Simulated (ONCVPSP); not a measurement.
## Sc (Z = 21): ONCV pseudisation with revPBE, scalar-relativistic reference atom.

Input for ONCVPSP 4.0.1:

```
# ATOM AND REFERENCE CONFIGURATION
# atsym  z   nc   nv     iexc    psfile
  Sc 21.00    5    3  -102130      upf
#
#   n    l    f
    1    0    2.00
    2    0    2.00
    2    1    6.00
    3    0    2.00
    3    1    6.00
    3    2    1.00
    4    0    1.75
    4    1    0.25
#
# PSEUDOPOTENTIAL AND OPTIMIZATION
# lmax
    2
#
#   l,   rc,      ep,       ncon, nbas, qcut
    0    3.05    0.00    3    6    1.90
    1    3.90    0.00    4    8    1.90
    2    2.20    0.00    4    9    7.20
#
# LOCAL POTENTIAL
# lloc, lpopt,  rc(5),   dvloc0
    4    1    1.75   -1.00
#
# VANDERBILT-KLEINMAN-BYLANDER PROJECTORs
# l, nproj, debl
    0    2    2.10
    1    2    1.70
    2    2    3.20
#
# MODEL CORE CHARGE
# icmod, fcfact, rcfact
    0    0.00    0.00
#
# LOG DERIVATIVE ANALYSIS
# epsh1, epsh2, depsh
   -2.00    5.00    0.02
#
# OUTPUT GRID
# rlmax, drl
    6.00    0.01
#
# TEST CONFIGURATIONS
# ncnf
    4
# nvcnf
#   n    l    f
    3
    3    2    1.00
    4    0    2.00
    4    1    0.00
#
    3
    3    2    1.00
    4    0    1.00
    4    1    0.00
#
    3
    3    2    1.00
    4    0    0.00
    4    1    0.00
#
    3
    3    2    2.00
    4    0    0.00
    4    1    0.00
#
```

Command:

```bash
oncvpsp.x < Sc.dat > Sc.out
```

Output (shortened: citation, most of the input echo, consistency checks and plot data are left out):

```
ONCVPSP  (Optimized Norm-Conservinng Vanderbilt PSeudopotential)
scalar-relativistic version 4.0.1

#   n    l    f        energy (Ha)
    1    0    2.00    -1.6162950E+02
    2    0    2.00    -1.7448109E+01
    2    1    6.00    -1.4279247E+01
    3    0    2.00    -2.0374130E+00
    3    1    6.00    -1.2487002E+00
    3    2    1.00    -1.2789011E-01
    4    0    1.75    -1.5918805E-01
    4    1    0.25    -5.9221047E-02

Reference configufation results
  iterations    24
  all-electron total energy (Ha)   -7.64155199D+02

Begin loop to  construct optimized pseudo wave functions
and semi-local pseudopoentials for all angular momenta

   Wellstate for l =  0  n =  7
     eigenvalue =   1.9408
     asymptotic potential =   2.4408
     half-point radius =  6.0460

Calculating optimized projector #   1

 for l=   0

    Fraction of norm inside rc  0.344575
    Optimizing pswf for qcut=   1.89 a_B^-1,  ecut=   1.80 Ha
    Residual kinetic energy error=  1.31D-03 Ha

    Energy error per electron        Cutoff
         Ha          eV             Ha
         0.01000     0.27211        0.91
         0.00100     0.02721        1.93
         0.00010     0.00272        8.41
         0.00001     0.00027       14.29

Calculating optimized projector #   2

 for l=   0

    Fraction of norm inside rc  0.156127
    Optimizing pswf for qcut=   1.89 a_B^-1,  ecut=   1.80 Ha
    Residual kinetic energy error=  1.92D-01 Ha

    Energy error per electron        Cutoff
         Ha          eV             Ha
         0.01000     0.27211        7.22
         0.00100     0.02721       13.66
         0.00010     0.00272       20.63
         0.00001     0.00027       40.94

   Wellstate for l =  1  n =  7
     eigenvalue =   1.6408
     asymptotic potential =   2.1408
     half-point radius =  6.9155

Calculating optimized projector #   1

 for l=   1

    Fraction of norm inside rc  0.324342
    Optimizing pswf for qcut=   1.90 a_B^-1,  ecut=   1.81 Ha
    Residual kinetic energy error=  1.53D-04 Ha

    Energy error per electron        Cutoff
         Ha          eV             Ha
         0.01000     0.27211        0.36
         0.00100     0.02721        0.90
         0.00010     0.00272        2.06
         0.00001     0.00027       10.83

Calculating optimized projector #   2

 for l=   1

    Fraction of norm inside rc  0.255894
    Optimizing pswf for qcut=   1.90 a_B^-1,  ecut=   1.81 Ha
    Residual kinetic energy error=  1.28D-01 Ha

    Energy error per electron        Cutoff
         Ha          eV             Ha
         0.01000     0.27211        3.65
         0.00100     0.02721       11.10
         0.00010     0.00272       17.00
         0.00001     0.00027       20.62

   Wellstate for l =  2  n =  6
     eigenvalue =   3.0721
     asymptotic potential =   3.5721
     half-point radius =  4.0946

Calculating optimized projector #   1

 for l=   2

    Fraction of norm inside rc  0.716353
    Optimizing pswf for qcut=   7.21 a_B^-1,  ecut=  25.97 Ha
    Residual kinetic energy error=  1.09D-06 Ha

    Energy error per electron        Cutoff
         Ha          eV             Ha
         0.01000     0.27211       15.42
         0.00100     0.02721       18.99
         0.00010     0.00272       21.66
         0.00001     0.00027       23.79

Calculating optimized projector #   2

 for l=   2

    Fraction of norm inside rc  0.191951
    Optimizing pswf for qcut=   7.21 a_B^-1,  ecut=  25.97 Ha
    Residual kinetic energy error=  9.07D-05 Ha

    Energy error per electron        Cutoff
         Ha          eV             Ha
         0.01000     0.27211       19.39
         0.00100     0.02721       22.73
         0.00010     0.00272       26.85
         0.00001     0.00027       73.79

Construct Vanderbilt / Kleinmman-Bylander projectors

B matrix Hermiticity error, ll=   0
   1   2    4.1206E-05

  Orthonormal projector coefficients  4.5292E+00  7.7042E-01

B matrix Hermiticity error, ll=   1
   1   2    1.3928E-05

  Orthonormal projector coefficients  2.3115E+00  3.1169E-01

B matrix Hermiticity error, ll=   2
   1   2    7.1334E-05

  Orthonormal projector coefficients -4.1135E+00 -1.2227E+00

Pseudoatom total energy   -1.553996

Diagnostic tests using Vanderbilt-Kleinman-Bylander pseudopotentials
  1 or more projectors used as specified by nproj input data

   l    rcore       rmatch      e in        delta e   norm test  slope test

   0   3.0505687   3.1431905  -0.1591880   0.0000133   1.0000353   1.0202842
   0   3.0505687   3.1431905   1.9408120   0.0002296   1.0000178   1.0000178

   1   3.9218953   4.0409725  -0.0592210  -0.0000000   1.0000020   1.0000426
   1   3.9218953   4.0409725   1.6407790   0.0000053   1.0000548   1.0000548

   2   2.2084616   2.2755152  -0.1278901  -0.0000004   1.0000179   1.0000188
   2   2.2084616   2.2755152   3.0721099   0.0000057   1.0000453   1.0000453

 Testing for bound ghosts
   n   l    E NL Schr. Eq   E Basis Diag.   E Cutoff

   1   0       -0.159175       -0.157537     13.41

   2   1       -0.059221       -0.057243     19.56

   3   2       -0.127890       -0.125802     90.85

 Testing for highly-localized positive-energy ghosts
       l    <radius>/rc     E Basis Diag.   E Cutoff

       0        0.367867        1.344076     13.41  WARNING - GHOST(+)

       1        0.872808        2.171822     19.56  WARNING - GHOST(+)

Test configuration 0

   n   l     f        eae           eps        diff
   1   0  2.0000 -161.62949508
   2   0  2.0000  -17.44810935
   2   1  6.0000  -14.27924733
   3   0  2.0000   -2.03741296
   3   1  6.0000   -1.24870019
   3   2  1.0000   -0.12789011   -0.12789049   -3.82D-07
   4   0  1.7500   -0.15918805   -0.15917473    1.33D-05
   4   1  0.2500   -0.05922105   -0.05922106   -1.75D-08

    Total energies and differences
      AE_ref= -7.64155199D+02  AE_tst= -7.64155199D+02  dif=  0.00D+00
      PS_ref= -1.55399642D+00  PS_tst= -1.55399642D+00  dif=  3.55D-15
      PSP excitation error= -3.55D-15

Test configuration 1

   n   l     f        eae           eps        diff
   1   0  2.0000 -161.61700206
   2   0  2.0000  -17.43603782
   2   1  6.0000  -14.26715477
   3   0  2.0000   -2.02515362
   3   1  6.0000   -1.23647852
   3   2  1.0000   -0.11711088   -0.11670809    4.03D-04
   4   0  2.0000   -0.15250177   -0.15248595    1.58D-05

    Total energies and differences
      AE_ref= -7.64155199D+02  AE_tst= -7.64180033D+02  dif= -2.48D-02
      PS_ref= -1.55399642D+00  PS_tst= -1.57883447D+00  dif= -2.48D-02
      PSP excitation error=  3.52D-06

Test configuration 2

   n   l     f        eae           eps        diff
   1   0  2.0000 -161.87743370
   2   0  2.0000  -17.69210699
   2   1  6.0000  -14.52360406
   3   0  2.0000   -2.28109708
   3   1  6.0000   -1.49245660
   3   2  1.0000   -0.36342969   -0.36479373   -1.36D-03
   4   0  1.0000   -0.35367167   -0.35385646   -1.85D-04

    Total energies and differences
      AE_ref= -7.64155199D+02  AE_tst= -7.63928872D+02  dif=  2.26D-01
      PS_ref= -1.55399642D+00  PS_tst= -1.32734402D+00  dif=  2.27D-01
      PSP excitation error= -3.26D-04

Test configuration 3

   n   l     f        eae           eps        diff
   1   0  2.0000 -162.19327033
   2   0  2.0000  -18.00244062
   2   1  6.0000  -14.83440343
   3   0  2.0000   -2.58792167
   3   1  6.0000   -1.79804667
   3   2  1.0000   -0.65521995   -0.65143261    3.79D-03

    Total energies and differences
      AE_ref= -7.64155199D+02  AE_tst= -7.63464384D+02  dif=  6.91D-01
      PS_ref= -1.55399642D+00  PS_tst= -8.71679707D-01  dif=  6.82D-01
      PSP excitation error=  8.50D-03

Test configuration 4

   n   l     f        eae           eps        diff
   1   0  2.0000 -161.72910764
   2   0  2.0000  -17.51825834
   2   1  6.0000  -14.35208227
   3   0  2.0000   -2.12699064
   3   1  6.0000   -1.34600812
   3   2  2.0000   -0.25157474   -0.24907163    2.50D-03

    Total energies and differences
      AE_ref= -7.64155199D+02  AE_tst= -7.63905060D+02  dif=  2.50D-01
      PS_ref= -1.55399642D+00  PS_tst= -1.31032553D+00  dif=  2.44D-01
      PSP excitation error=  6.47D-03
```

The run took about 4.2 s on one core of a shared server CPU.
